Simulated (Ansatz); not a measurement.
```yaml
crystal:
  periodic: [false, false, false]
  atoms:
    - {symbol: C, position_ang: [-1.335015, -0.205086, 0.106411]}
    - {symbol: Ge, position_ang: [0.567670, 0.223135, -0.451193]}
    - {symbol: S, position_ang: [2.229790, -0.993571, 0.605962]}
    - {symbol: Cl, position_ang: [0.845567, -0.218939, -2.639443]}
    - {symbol: Cl, position_ang: [0.917704, 2.431892, -0.136380]}
    - {symbol: H, position_ang: [-1.538964, -1.315218, -0.081516]}
    - {symbol: H, position_ang: [-1.465963, 0.030931, 1.218886]}
    - {symbol: H, position_ang: [-2.056043, 0.435702, -0.509298]}
    - {symbol: H, position_ang: [1.928179, -0.437356, 1.868510]}
basis:
  gaussian: {orbitals: def2-TZVP}
magnetization: {spin_polarized: true, initial_magnetization: 2}
hamiltonian: {xc: {name: HF}}
correlation: {method: mp2, frozen_orbitals: {C: 0}}
```

```sh
$ ansatz run in.yaml --threads 4 --pin off --events-out ev --progress --plain --max-ram 10444MiB
```

It prints (some lines left out):

```
Functional definition: HF
Error: "frozen_orbitals" has no count for Ge
```

**Question.** Something in this input is off. What?

**Answer.** Frozen orbitals are typed for one element alone, and the program wants a count for each. The input was rejected before any iteration.
